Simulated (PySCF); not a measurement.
A run for PySCF: R-B3LYP/3-21G on C3H9F (a complex), monomers drawn apart or pushed together.

```python
from pyscf import gto, scf, dft, mp
from pyscf.data.elements import chemcore

mol = gto.M(
    atom='''
    F    -0.36194887    0.09118167    0.36872664
    H    -0.49782354    0.35622851    1.24795816
    C     0.90672718   -1.14060983    4.47920100
    C     0.16683386   -0.09394939    5.30807347
    C    -0.64578798    0.87360642    4.45153826
    H     1.47945637   -1.81858631    5.11388325
    H     0.21080553   -1.74495020    3.89213987
    H     1.60444020   -0.67178056    3.78093879
    H     0.88403065    0.47305419    5.90788134
    H    -0.49966279   -0.59199015    6.01756207
    H    -1.17058014    1.61646636    5.05407103
    H     0.00407412    1.42821042    3.76526940
    H    -1.41013882    0.33889827    3.87646249
    ''',
    basis='3-21g',
    charge=0, spin=0, verbose=3, max_memory=1800)
mf = dft.RKS(mol, xc='b3lyp')
mf.conv_tol = 1e-8
mf.max_cycle = 100
mf.kernel()
if not mf.converged:
    mf = mf.newton().run(mf.mo_coeff, mf.mo_occ)
```

The log:

```
converged SCF energy = -218.3643364882
```

The calculation finished and met its thresholds.

Cost: about 2.8 core-seconds (a rough figure).
